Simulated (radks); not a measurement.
In35+, configuration [He] 2s2 2p5 3s2 3p2 4p1 (not the ground configuration). Calculated with a radial shooting solver on a logarithmic mesh with Libxc functionals: Dirac Kohn-Sham, SOGGA, spin-unpolarised, spherical densities, finite nucleus; open shells fill j = l - 1/2 first; Fermi nuclear charge, rms radius 4.6156 fm.

Unscreened Slater integrals over Kohn-Sham orbitals (eV). Large and small components are both included. Empty in this configuration: 3p3/2.

\begin{tabular}{lr}
integral & value \\ \hline
F0(4p1/2,4p1/2) & 43.325 \\
F0(4p1/2,3p1/2) & 53.415 \\
G0(4p1/2,3p1/2) & 4.8881 \\
F0(4p1/2,3s1/2) & 52.687 \\
G1(4p1/2,3s1/2) & 4.7209 \\
F0(4p1/2,2p3/2) & 62.184 \\
G2(4p1/2,2p3/2) & 3.9912 \\
F0(4p1/2,3p3/2) & 53.099 \\
G2(4p1/2,3p3/2) & 5.7196 \\
F0(3p1/2,3p1/2) & 84.434 \\
F0(3p1/2,3s1/2) & 81.980 \\
G1(3p1/2,3s1/2) & 51.937 \\
F0(3p1/2,2p3/2) & 111.08 \\
G2(3p1/2,2p3/2) & 12.218 \\
F0(3p1/2,3p3/2) & 83.317 \\
G2(3p1/2,3p3/2) & 41.466 \\
F0(3s1/2,3s1/2) & 80.008 \\
F0(3s1/2,2p3/2) & 104.72 \\
G1(3s1/2,2p3/2) & 10.785 \\
F0(3s1/2,3p3/2) & 81.002 \\
G1(3s1/2,3p3/2) & 52.224 \\
F0(2p3/2,2p3/2) & 223.43 \\
F2(2p3/2,2p3/2) & 106.67 \\
F0(2p3/2,3p3/2) & 108.68 \\
F2(2p3/2,3p3/2) & 28.176 \\
G0(2p3/2,3p3/2) & 11.184 \\
G2(2p3/2,3p3/2) & 12.351 \\
F0(3p3/2,3p3/2) & 82.262 \\
F2(3p3/2,3p3/2) & 41.259 \\
\end{tabular}
